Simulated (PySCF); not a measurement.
# Field gradients at the hydrogen positions

C8H12O2.
Cartesian coordinates in Å at the GFN2-xTB level; atoms count from 1:
```xyz
22
C8H12O2 angstrom
C     -3.0650    1.2308    1.2437
C     -2.2764    0.3486    1.4228
C     -1.3252   -0.7282    1.6075
C     -0.9113   -1.3536    0.2707
C     -0.2160   -0.3446   -0.6434
C      0.0491   -0.9412   -2.0295
C      1.1227    0.0685   -0.0626
O      1.8258   -0.6120    0.6373
O      1.4560    1.3011   -0.4652
C      2.7205    1.7844   -0.0337
H     -3.7566    2.0068    1.1027
H     -1.7794   -1.4935    2.2436
H     -0.4403   -0.3430    2.1215
H     -1.7961   -1.7432   -0.2366
H     -0.2271   -2.1813    0.4657
H     -0.8312    0.5536   -0.7488
H      0.6887   -1.8175   -1.9457
H     -0.8894   -1.2379   -2.4917
H      0.5367   -0.2112   -2.6712
H      2.7431    1.8671    1.0550
H      3.5142    1.1041   -0.3499
H      2.8469    2.7615   -0.4929
```

Level: PBE0/pcSseg-1 (PySCF, non-relativistic); Q(2H) = 0.00286 b; rigid geometry, the same for H and D, with no vibrational averaging.

**Question.** Rank these positions by the coupling χzz of a deuteron there, largest first.
A. H12 (methylene hydrogen)
B. H16 (methine hydrogen)
C. H11 (alkyne hydrogen)
D. H19 (methyl hydrogen)
E. H22 (methyl hydrogen)

**Answer.** C (268 kHz), D (210 kHz), E (206 kHz), A (201 kHz), B (195 kHz).

**Question.** Tabulate Vzz, the asymmetry η and χzz = 234.96 MHz × Q × Vzz for every hydrogen position.

**Answer.** 
```tsv
atom	bonded to	bond length (Å)	Vzz (au)	η	χzz (kHz)
H11	C1	1.049	0.3981	0.00	268
H12	C3	1.094	0.2997	0.02	201
H13	C3	1.093	0.2961	0.00	199
H14	C4	1.092	0.3021	0.04	203
H15	C4	1.091	0.3004	0.04	202
H16	C5	1.094	0.2899	0.01	195
H17	C6	1.088	0.3106	0.02	209
H18	C6	1.087	0.3151	0.03	212
H19	C6	1.087	0.3131	0.02	210
H20	C10	1.092	0.2961	0.10	199
H21	C10	1.092	0.2956	0.10	199
H22	C10	1.087	0.3068	0.07	206
```

**Question.** How does χzz go with the bond length over the 12 C–H bonds?

**Answer.** A straight-line fit has a slope of -15.5 kHz for each 0.01 Å, with a correlation coefficient of -0.99, over lengths from 1.049 to 1.094 Å. The longer bonds have the smaller couplings here.

Geometry: GFN2-xTB, one conformer, isolated molecule. GFN2-xTB bond lengths can be off by several hundredths of an ångström, more for odd bonds, and the gradients follow them. A larger basis could move these couplings by a tenth or more.
